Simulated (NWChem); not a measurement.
System: InH$_{3}$Se; SMILES [SeH][InH2]

Input file for NWChem:

```
start job
memory heap 200 mb stack 900 mb global 1100 mb
geometry units angstroms noautoz
  In     0.021034     1.098112     0.000000
  H     -1.540220     1.851053     0.000000
  H      1.601247     1.812964     0.000000
  Se    -0.066365    -1.446334     0.000000
  H      1.415128    -1.550511     0.000000
end
basis spherical
  * library def2-svp
end
ecp
  In library def2-ecp
end
dft
  xc hfexch
  iterations 150
  vectors input atomic output neutral.movecs
end
task dft energy
charge 1
dft
  odft
  mult 2
  vectors input atomic output cation.movecs
end
task dft energy
```

Coordinates come from a PBE-D3(BJ)/def2-SVP optimisation. def2 effective core potentials on In; no spin-orbit coupling.

Ions are spin-unrestricted doublets at the neutral geometry; other ion states weren't tried.

Predict the main results of this run. (Hartree-Fock/def2-SVP with def2 effective core potentials on In, vertical spin-unrestricted ions.) Quantities: vertical ionisation energy, ΔSCF (eV); −ε(HOMO) (eV).


- vertical ionisation energy, ΔSCF (eV): 8.12
- −ε(HOMO) (eV): 9.36
